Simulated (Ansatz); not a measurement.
Consider the ligand exchange at the Si–C bond: `SC[SiH2]S` + `C[SeH]` → `C[Se][SiH2]S` + CH₃SH.

Calculated with Ansatz (gas phase, PBE0-D4/def2-TZVP geometries, no zero-point term in ΔE). CBS: MP2 limit from def2 TZ/QZ plus the TZ coupled-cluster correction, frozen cores. This one scheme is used for every species. DFT in def2-TZVPP. B3LYP here is the variant with VWN-RPA as its local correlation; programs differ in this. For Se outer-core shells are correlated without core-valence functions, which leaves a few kJ/mol of doubt a bond. Scalar relativity is left out up to krypton. Each species was taken in one conformer, which may not be the lowest.

`SC[SiH2]S`:

```xyz
10

S     0.436   -0.903   -1.803
C    -0.887   -0.317   -0.713
Si   -0.223    0.772    0.664
S     1.303   -0.200    1.804
H     1.124   -1.568   -0.859
H    -1.478   -1.155   -0.339
H    -1.542    0.288   -1.348
H     0.307    2.023    0.069
H    -1.295    1.071    1.649
H     2.255   -0.011    0.874
```

`C[SeH]`:

Z-matrix (Å, degrees):
```
C
Se 1 1.949
H 1 1.088 2 110.6
H 1 1.087 2 110.6 3 -123.3
H 1 1.089 2 106.0 3 118.4
H 2 1.468 1 95.4 3 61.7
```

`C[Se][SiH2]S`:

Cartesian coordinates in Å:
```
C -0.266 1.705 -0.482
Se 1.255 0.516 -0.800
Si 0.653 -1.099 0.664
S -1.291 -1.904 0.288
H -1.195 1.148 -0.591
H -0.211 2.485 -1.238
H -0.196 2.146 0.510
H 0.537 -0.588 2.053
H 1.721 -2.124 0.565
H -1.005 -2.285 -0.969
```

CH₃SH:

Cartesian coordinates in Å:
```
C 0.299 -0.387 0.043
S -0.116 1.329 -0.338
H 0.115 -0.620 1.091
H 1.366 -0.492 -0.154
H -0.242 -1.082 -0.600
H -1.423 1.253 -0.042
```

```
             level  ΔE (kJ/mol)
         r2SCAN-D4        -69.6
          B3LYP-D4        -68.0
               PBE        -69.4
              PBE0        -70.1
    MP2/def2-TZVPP        -68.6
     HF/def2-QZVPP        -70.3
SCS-MP2/def2-QZVPP        -68.9
      HF/CBS(def2)        -70.3
```

(1) What does CCSD(T)/CBS give? (Estimate.)

Largest T1 diagnostic among the species: 0.011.

Results:

(1) Computed: -68.3 kJ/mol. The listed levels differ from it by -1.3, 0.3, -1.1, -1.8, -0.3, -2.0, -0.6, -2.0 kJ/mol.
